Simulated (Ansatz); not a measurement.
```yaml
crystal:
  periodic: [false, false, false]
  atoms:
    - {symbol: B, position_ang: [-1.370581, 1.988281, -0.610887]}
    - {symbol: C, position_ang: [0.560912, -0.571729, 0.175959]}
    - {symbol: C, position_ang: [1.915470, -2.600438, 0.949260]}
    - {symbol: F, position_ang: [3.659751, -5.065386, 1.481839]}
    - {symbol: H, position_ang: [-2.153860, 1.632062, -3.116858]}
    - {symbol: H, position_ang: [-2.238985, 3.934905, 1.168637]}
basis:
  gaussian: {orbitals: STO-3G, fitting: {mean_field: cc-pVTZ-jkfit}}
hamiltonian: {xc: {name: r2SCAN0}, pseudopotentials: {relativity: scalar}}
scf: {lower_state_search: off}
output: {forces: true}
```

```sh
$ ansatz run in.yaml --threads 2 --pin off --events-out ev --progress --plain --max-ram 4352MiB
```

Output, abridged:

```
Functional definition: r2SCAN0
376 factors; integrals over basis functions are off by at most 1.1e-3 eV
mean field evaluation 1: about -5356.7244 eV, gradient 2.0e1 eV
mean field evaluation 2: about -4868.8777 eV, gradient 3.1e1 eV
mean field evaluation 4: about -5274.4476 eV, gradient 1.1e2 eV
mean field evaluation 8: about -5383.3816 eV, gradient 9.2e0 eV
mean field evaluation 16: about -5384.9711 eV, gradient 8.2e-2 eV
mean field evaluation 32: about -5385.1138 eV, gradient 1.1e-1 eV
mean field -5385.12893413 eV, -197.8998381578 hartree, gradient 2.0e-6 eV, S^2 0.000000; 0 other end points of the search recorded, 0 dependent functions left out
reference -5385.12893955 eV, -197.8998383571 hartree; 14, 14 occupied and 8, 8 virtual orbitals, 376 factors
Total energy: -5385.12893955 eV, -197.8998383571 hartree
Relativity: scalar
Atom 0 at    -1.370581     1.988281    -0.610887 Å, force    -0.890200     0.453620    -0.935575 eV/Å
Atom 1 at     0.560912    -0.571729     0.175959 Å, force     2.283774    -3.494290     1.387258 eV/Å
Atom 2 at     1.915470    -2.600438     0.949260 Å, force    -2.325768     3.511242    -1.418792 eV/Å
Atom 3 at     3.659751    -5.065386     1.481839 Å, force    -0.330001     0.472829    -0.104029 eV/Å
Atom 4 at    -2.153860     1.632062    -3.116858 Å, force     0.694160     0.297666     2.177440 eV/Å
Atom 5 at    -2.238985     3.934905     1.168637 Å, force     0.568035    -1.241067    -1.106301 eV/Å
Dipole moment:    -0.134676     0.295136    -0.017887 e Å
Checks for a lower state left out: stability, starts, cluster_reference, orbital_swaps, neighbouring_geometries, increment
```

(1) What is wrong with this run?

Answers

(1) The geometry is stretched to more than twice its size. The run converged. The result belongs to that input, not to the molecule as meant.
